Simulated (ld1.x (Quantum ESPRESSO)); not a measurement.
## Transferability test, TM potential for Au (Z = 79)

```
Element                 : Au
Generator               : ld1.x (Quantum ESPRESSO) 7.5
Type                    : norm-conserving Troullier–Martins (Kleinman–Bylander form)
Functional              : LDA (PZ)
Relativity              : scalar-relativistic
Frozen core             : [Xe] 4f14
Valence charge          : 11
Reference configuration : 5d10 6s0.75 6p0.25
Partial waves           : 6s (bound): rc 2.30 bohr; 6p (bound): rc 3.65 bohr; 5d (bound): rc 1.25 bohr; 5f channel at 0.25 Ry: rc 3.80 bohr
Local potential         : all-electron potential smoothed inside 2.35 bohr (lloc = -2)
Core correction         : Bessel-smoothed model core inside 0.90 bohr
```

Energies are relative to the spin-unpolarised reference configuration 5d10 6s0.75 6p0.25; without spin polarisation the order of configurations can differ from experiment. Spin-polarised rows fill each open shell by Hund’s rule, majority spin first.

(1) Give the all-electron excitation energy and the error of the potential for: 5d10 6s1 6p0; 5d10 6s0 6p0; 5d9 6s0 6p0; 5d10 6s0.5 6p0; 5d7 6s0 6p0; 5d8 6s0 6p0; 5d10 6s0 6p1; 5d10 6s0.75 6p0.25 (spin-polarised); 5d10 6s1 6p0 (spin-polarised).

Answers

(1)

| valence configuration | charge | ΔE all-electron (eV) | error AE − PS (meV) |
| --- | --- | --- | --- |
| 5d10 6s1 6p0 | 0 | -1.307 | +0.3 |
| 5d10 6s0 6p0 | +1 | 8.467 | -13 |
| 5d9 6s0 6p0 | +2 | 29.968 | -56 |
| 5d10 6s0.5 6p0 | +0.5 | 2.640 | -2.7 |
| 5d7 6s0 6p0 | +4 | 112.134 | -814 |
| 5d8 6s0 6p0 | +3 | 64.135 | -287 |
| 5d10 6s0 6p1 | 0 | 4.091 | -1.1 |
| 5d10 6s0.75 6p0.25 (spin-polarised) | 0 | -0.118 | -0.1 |
| 5d10 6s1 6p0 (spin-polarised) | 0 | -1.441 | +0.4 |
